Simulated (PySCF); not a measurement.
Compound: C5H7N2 (charge -1).
Bonds: C1–N2, N2–C3, C3–C4 (aromatic), C4–C5 (aromatic), C5–N6 (aromatic), N6–C7 (aromatic), C3–C7 (aromatic). Hydrogens: H8, H9, H10 on C1; H11 on N2; H12 on C4; H13 on C5; H14 on C7.

Probes without a nucleus sit at each ring's centroid and 1 Å off its mean plane on both sides; NICS is minus the shielding there, NICSzz its component along the normal. Level: GIAO PBE0/pcSseg-1 (PySCF, non-relativistic, gas phase) on the GFN2-xTB geometry, one conformer.

Ring bond lengths (Å), with Mayer bond orders in brackets: C3–C4 1.404 (1.36), C4–C5 1.385 (1.39), C5–N6 1.347 (1.49), N6–C7 1.352 (1.43), C7–C3 1.384 (1.42).

Task: Give the NICS values of each ring in ppm.

Result: 
| ring | type | NICS(0) | NICS(1), two faces | NICS(1)zz, two faces | rms pucker (Å) | centre to ring atoms, mean (Å) |
| --- | --- | --- | --- | --- | --- | --- |
| C3–C4–C5–N6–C7 | 5-membered ring with N; formal bonds all aromatic | -13.8 | -11.7 / -11.6 | -31.4 / -30.8 | 0.00 | 1.17 |

Task: What do they say, and how far can they be read as aromaticity?

Result: 
- C3–C4–C5–N6–C7: mean NICS(1)zz -31.1 ppm, shielded. For a flat ring without four-coordinate atoms the NICS criterion counts such a value as aromatic.

Task: And the bond-length index? HOMA = 1 − mean of α(R − Ropt)² over the ring bonds, with Krygowski's 1993 parameters (CC: Ropt 1.388 Å, α 257.7 Å⁻²; CN: Ropt 1.334 Å, α 93.52 Å⁻²).

Result: 
- C3–C4–C5–N6–C7: HOMA 0.98; the largest term is that of C3–C4, α(R − Ropt)² = 0.07. The geometric and the magnetic index point the same way.

On one thread of an Arm Neoverse V1 (shared host), this took 15 s of wall time and 0.77 GiB of memory at its peak. This is the whole shielding run at PBE0/pcSseg-1, SCF included.

The values belong to the conformer `[CH3:1][NH:2][c:3]1[cH:4][cH:5][n-:6][cH:7]1`: C1–N2–C3–C4 65°.
